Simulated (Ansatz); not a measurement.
```yaml
crystal:
  periodic: [true, true, true]
  atoms:
    - {symbol: F, position_ang: [-2.495690, 2.336440, -1.022733]}
    - {symbol: C, position_ang: [-1.554273, 2.145388, -0.121407]}
    - {symbol: F, position_ang: [-2.105223, 2.177397, 1.092829]}
    - {symbol: F, position_ang: [-0.671275, 3.141872, -0.200444]}
    - {symbol: C, position_ang: [-0.837071, 0.800684, -0.328851]}
    - {symbol: C, position_ang: [0.183045, 0.469034, 0.551114]}
    - {symbol: C, position_ang: [0.864117, -0.731476, 0.410091]}
    - {symbol: C, position_ang: [1.985777, -1.042111, 1.415592]}
    - {symbol: F, position_ang: [1.489446, -1.049968, 2.653529]}
    - {symbol: F, position_ang: [2.920853, -0.093153, 1.351774]}
    - {symbol: F, position_ang: [2.544909, -2.209709, 1.172199]}
    - {symbol: O, position_ang: [0.656713, -1.608328, -0.470763]}
    - {symbol: Al, position_ang: [-0.595431, -1.523022, -1.787104]}
    - {symbol: F, position_ang: [-1.739959, -2.667906, -1.525766]}
    - {symbol: F, position_ang: [0.150348, -1.396525, -3.242008]}
    - {symbol: O, position_ang: [-1.244311, 0.103636, -1.296360]}
    - {symbol: H, position_ang: [0.448035, 1.147727, 1.348298]}
basis:
  gaussian: {orbitals: def2-TZVPD}
magnetization: {spin_polarized: true, initial_magnetization: 0}
hamiltonian: {xc: {name: PBEsol}}
scf: {lower_state_search: full}
output: {forces: true}
```

```sh
$ ansatz run in.yaml --threads 11 --pin off --events-out ev --progress --plain --max-ram 120832MiB --backend cuda --devices 0, --max-vram 75GiB
```

**Question.** How does Ansatz answer? (Estimate.)

**Answer.** Ansatz gave: The program refused the input.
```
Error: YAML parse error: error: line 2 column 3: crystal: missing field `lattice` (a structure is typed as `lattice` and `atoms`, a molecule's as `atoms` in Å alone, or read from a run's directory, `checkpoint`)
 --> <input>:2:3
  |
1 | crystal:
2 |   periodic: [true, true, true]
  |   ^ crystal: missing field `lattice` (a structure is typed as `lattice` and `atoms`, a molecule's as `atoms` in Å alone, or read from a run's directory, `checkpoint`)
3 |   atoms:
4 |     - {symbol: F, position_ang: [-2.495690, 2.336440, -1.022733]}
  |
```
